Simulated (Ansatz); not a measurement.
Computed with Ansatz on PBE0-D4/def2-TZVP structures; ΔE is electronic, products minus reactants. CBS: MP2 limit from def2 TZ/QZ plus the TZ coupled-cluster correction, frozen cores. This one scheme is used for every species. Double bonds are as drawn, so ΔE can hold a change between cis and trans. Functionals use def2-TZVPP. Each species was taken in one conformer, which may not be the lowest.

`C#C/C=C/C` + `[NH2][AlH2]` → `C/C=C\[NH][AlH2]` + `C#C`  (substitution at a C–C bond)

`C#C/C=C/C`:

```xyz
11

C     1.195    1.559    2.319
C     0.653    1.138    1.330
C     0.005    0.679    0.157
C    -0.050   -0.602   -0.215
C    -0.727   -1.091   -1.443
H     1.676    1.923    3.195
H    -0.469    1.438   -0.462
H     0.430   -1.344    0.417
H    -1.177   -0.273   -2.008
H    -1.513   -1.812   -1.194
H    -0.022   -1.615   -2.096
```

`[NH2][AlH2]`:

```xyz
6

N     0.846    0.146    0.378
Al   -0.747   -0.129   -0.334
H     1.104    0.957    0.916
H     1.627   -0.486    0.304
H    -1.857    0.979   -0.114
H    -0.973   -1.467   -1.150
```

`C/C=C\[NH][AlH2]`:

```xyz
13

C    -0.534    2.005   -0.080
C    -0.277    0.937   -1.095
C     0.064   -0.317   -0.784
N     0.229   -0.815    0.499
Al    0.681   -2.469    0.993
H    -0.799    2.949   -0.557
H     0.344    2.199    0.548
H    -1.360    1.744    0.593
H    -0.369    1.185   -2.145
H     0.236   -1.041   -1.574
H     0.061   -0.114    1.209
H     0.933   -3.527   -0.154
H     0.791   -2.735    2.548
```

`C#C`:

Cartesian coordinates in Å:
```
C 0.518 -0.291 0.070
C -0.518 0.291 -0.070
H 1.440 -0.810 0.195
H -1.440 0.810 -0.195
```

```tsv
level	ΔE (kJ/mol)
B2PLYP	45.5
MP2/def2-TZVPP	43.8
```

(1) What does CCSD(T)/CBS give? (An estimate is asked.)

Largest T1 diagnostic among the species: 0.013.

Answers

(1) The calculation gave: +41.9 kJ/mol. The listed levels differ from it by 3.6, 1.9 kJ/mol.

The D4 term adds −4.7 kJ/mol with B3LYP and −2.6 kJ/mol with PBE0; it sums over pairs of atoms, weighted by their polarisabilities, and B3LYP, whose exchange is more repulsive, gets the larger term.

B3LYP here is the variant with VWN-RPA as its local correlation; programs differ in this.
